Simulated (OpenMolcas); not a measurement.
## W: effect of the active space

| Item | Value |
| --- | --- |
| Program | OpenMolcas |
| Method | SS-CASPT2 or its RAS form, IPEA 0.25 Eh, imaginary shift 0.1 Eh |
| Basis | ANO-RCC-VDZP |
| Scalar Hamiltonian | DKH2, point nucleus |
| Spin-orbit coupling | state interaction with AMFI integrals over the reference wave functions, term energies averaged over their components |

A. 4 electrons in 5 orbitals (5d); 2S+1 = 5 even, 5 roots; 2S+1 = 3 even, 45 roots; 2S+1 = 1 even, 50 roots (49 in the spin-orbit step); closed shells correlated: 5s 5p 6s; CASPT2 step about 18 core-seconds
B. 6 electrons in 6 orbitals (5d 6s); 2S+1 = 7 even, 1 root; 2S+1 = 5 even, 23 roots; 2S+1 = 3 even, 35 roots; 2S+1 = 1 even, 35 roots; closed shells correlated: 5s 5p; CASPT2 step of the order of 19 core-seconds
C. 6 electrons in 9 orbitals (RAS2 5d 6s; RAS3 6p, at most 2 electrons); 2S+1 = 5 even, 30 roots; 2S+1 = 7 even, 1 root kept (CI in the orbitals of an earlier block); 2S+1 = 3 even, 72 roots kept (CI in the orbitals of an earlier block); 2S+1 = 1 even, 44 roots kept (CI in the orbitals of an earlier block); 2S+1 = 5 odd, 29 roots; 2S+1 = 7 odd, 15 roots kept (CI in the orbitals of an earlier block); 2S+1 = 3 odd, 8 roots kept (CI in the orbitals of an earlier block); 2S+1 = 1 odd, 1 root kept (CI in the orbitals of an earlier block, 0 in the spin-orbit step); closed shells correlated: 5s 5p; CASPT2 step roughly 5 core-minutes

Energies in cm-1 above 5d4 6s2 5D0, the measured ground level; measured values from NIST Handbook of Basic Atomic Spectroscopic Data.

```tsv
Level	A	B	C	Measured
5d4 6s2 5D0	0.0	0.0	0.0	0.0
5d4 6s2 5D1	1846	1315	1331	1670
5d4 6s2 5D2	3800	2750	2860	3326
5d4 6s2 5D3	5570	4090	4330	4830
5d4 6s2 5D4	7140	5350	5720	6219
5d4 6s2 3G3 [53 %]	16900	15820	15670	
5d4 6s2 3H5 [60 %]	17830	17240	17280	
5d4 6s2 3H6	19500	19380	19300	
5d4 6s2 3G5 [59 %]	24270	22010	21710	
5d4 6s2 3D1	24890	20060	19920	
5d4 6s2 1S0 [74 %]	26860	22050	21910	
5d4 6s2 1I6	27090	26720	26480
```

Deviations, from unrounded energies. A percentage is the sum of absolute deviations over the sum of measured energies, with the sign that they share, or ± where signs differ.

```csv
Against measurement,Levels,A,B,C
mean absolute deviation (cm-1),4,580,630,450
fine structure of the ground term (%),4,+14.4,-15.7,-11.3
```

C lies closest to measurement on these levels and B furthest from it. The largest miss of C in the table is 5d4 6s2 5D4, by -500 cm-1. The ranking rests on the paired levels alone, and a cruder setting can come out closer through cancelling errors.

The spin-orbit steps hold different terms of 5d4 6s2 (B lacks a 1D, a 1G, a 3F, a 3P; C lacks a 1D, a 3F, a 3P), which shifts levels as well.

Among A to C the level of the table that moves most is 5d4 6s2 3D1, by 5000 cm-1 (lowest in C, highest in A). Moves below CASPT2's spread within the term are not significant.

CASPT2 breaks the degeneracy within a term, and the mean is taken; among the terms shown or strongly mixed into the levels shown the widest spread is 220 cm-1 (5d4 6s2 3F(1), A). Some high roots are left out of the spin-orbit mixing, which shifts the levels that they would mix with (holds for A; C). With the s shell closed, the reference lacks s² → p², s² → d² and s → d mixing, so excited terms can stand far too high and out of order, with CASPT2 too (holds for A). Some terms miss by over 15 % even with CASPT2, which points to a basis or an active space too small for the shells correlated (holds for A; B). Configurations are named by rounded mean occupations; where the s occupation lies near a half they are strongly mixed, a name can repeat and a true partner stay unpaired (holds for B; C). The lowest spin-free term belongs to 5d5 6s, not to the configuration of the lowest level (holds for B; C). Terms from blocks run as CI alone lack orbitals of their own (holds for C). The CASPT2 spread within a term exceeds the gap to the next term for 5d4 6s2 1S and 5d4 6s2 3H, so the order of their levels is uncertain (holds for C). No level of 5d5 6p was computed, though it lies in the active space (holds for C). Measured partners are found by configuration, term and J. A level has none where our copy of the source lacks it or the pairing is in doubt (some pairs that miss far off the trend of their configuration count as doubtful), and it then counts in no deviation. Levels of configurations outside the active space are missing. Levels that lie high or do not pair safely by name in every column are left out.

A share in square brackets marks a mixed level and gives the weight of the term that names it, the lowest over the columns. A number in round brackets counts repeated terms of one configuration in the order of the reference energies.
